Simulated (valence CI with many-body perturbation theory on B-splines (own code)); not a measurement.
Assign the levels of Dy¹⁷⁺

Calculated by valence CI with perturbative core correlation (CI+MBPT): three valence electrons over a frozen Dirac-Fock core [Kr] 4d10, radial functions for each j: 7 s, 7 p, 7 d, 7 f, 4 g, 2 h, with the one-electron correlation potential Σ1, the two-electron term Σ2, the three-electron term Σ3, Breit, model QED; selected CI, second order for the rest, scaled by the run's own slope (own B-spline code, finite nucleus).

No measured levels were compared; by estimate terms of the open shell hold to a few per cent of their energy, and close levels can change places.

```tsv
No.	J	Parity	E (cm⁻¹)	g
1	9/2	odd	0.0	0.740
2	11/2	odd	6927	0.966
3	13/2	odd	13711	1.104
4	15/2	odd	20274	1.192
11	5/2	odd	37325	0.583
12	11/2	odd	37953	1.103
14	13/2	odd	42123	0.937
18	15/2	odd	48375	1.053
19	1/2	odd	51393	0.563
21	11/2	odd	52148	1.239
```

Energies count from the lowest level. Strongly mixed levels and levels close to another of their J and parity are left out, so the numbers can have gaps.

(1) Give configuration and LS term of each level.

Answers

(1) 1: 4f3 4I°; 2: 4f3 4I°; 3: 4f3 4I°; 4: 4f3 4I°; 11: 4f3 4G°; 12: 4f3 2H°; 14: 4f3 2K°; 18: 4f3 2K°; 19: 4f3 2P°; 21: 4f3 4G°.
